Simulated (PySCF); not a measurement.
## Electric field gradients and quadrupole coupling constants

C₃H₁₀OSi₂.
Structure used (GFN2-xTB), in Å, numbered top down from 1:
```xyz
16
C3H10OSi2 angstrom
O     -0.8563    1.4304   -0.3576
C     -1.8184    0.7226   -0.2320
C     -1.7606   -0.7457    0.0168
C     -0.3788   -1.1931    0.4694
Si     1.0330   -0.4975   -0.6340
Si     2.1205    1.3117    0.2897
H     -2.8396    1.1409   -0.3187
H     -2.5443   -1.0220    0.7288
H     -2.0181   -1.2227   -0.9358
H     -0.3522   -2.2821    0.4831
H     -0.2272   -0.8647    1.4990
H      0.4750   -0.3262   -1.9845
H      1.9423   -1.6542   -0.7978
H      3.5344    1.0027    0.5474
H      1.5618    1.7133    1.5858
H      2.1209    2.4957   -0.5684
```

Field gradients from the PBE0/pcSseg-1 density (PySCF, non-relativistic), principal values in atomic units, ordered |Vxx| ≤ |Vyy| ≤ |Vzz|:

```
atom     Vxx     Vyy      Vzz
  O1  0.4498  1.4518  -1.9017
```

**Question.** Find the asymmetry η = (Vxx − Vyy)/Vzz and the couplings χ = eQV/h (234.96 MHz × Q in barn × V in au), with Q(17O) = −0.0256 b.

**Answer.** 
| atom | environment | nucleus | η | χzz (MHz) | χxx (MHz) | χyy (MHz) |
| --- | --- | --- | --- | --- | --- | --- |
| O1 | aldehyde oxygen | 17O | 0.53 | 11.44 | -2.71 | -8.73 |

**Question.** What is Vzz at O1 in SI units (1 au = 9.71736 × 10²¹ V/m²)?

**Answer.** -1.9017 au = -18.479 × 10²¹ V/m².

Were the hydrogens deuterons (Q(2H) = 0.00286 b), χzz would run from 103 kHz (H13) to 212 kHz (H10).

Isolated species at its GFN2-xTB geometry (one conformer only). GFN2-xTB bond lengths can be off by several hundredths of an ångström, more for odd bonds, and the gradients follow them. These gradients aren't converged with respect to the basis.
